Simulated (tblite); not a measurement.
Question: What does the GFN2-xTB structure of `FC(F)(F)C=C=C[SiH](Cl)Cl` look like in three dimensions?

Answer: 
```xyz
13
C4H3Cl2F3Si angstrom
F     -2.092   -1.191    0.671
C     -2.305   -0.397   -0.388
F     -3.532    0.132   -0.234
F     -2.386   -1.208   -1.461
C     -1.256    0.655   -0.557
C     -0.180    0.676    0.173
C      0.909    0.627    0.863
Si     2.447   -0.342    0.316
Cl     2.284   -0.770   -1.639
Cl     4.044    0.836    0.659
H     -1.469    1.386   -1.321
H      0.962    1.156    1.804
H      2.569   -1.562    1.099
```

Any rigid rotation of these coordinates is as good. Atoms count from 1 in this order. Si8 (chlorine-bound silicon) is tetrahedral (angles from 107.1° to 110.8°). The 3 C–C bonds span 1.290 Å (C6=C7, drawn double) to 1.495 Å (C2–C5, drawn single), a spread of 0.205 Å.

Bonds between heavy atoms (Å): F1–C2 1.340, C2–F3 1.345, C2–F4 1.347, C2–C5 1.495, C5=C6 1.300, C6=C7 1.290, C7–Si8 1.899, Si8–Cl9 2.007, Si8–Cl10 2.013.

Computed geometry: GFN2-xTB, gas phase.

Point group: C1 (no symmetry element, even within 0.4 Å). Its lowest GFN2-xTB frequency is 11 cm⁻¹, too small to tell a flat minimum from a shallow saddle. One conformer, not necessarily the lowest (C6–C7–Si8–Cl9 16°).
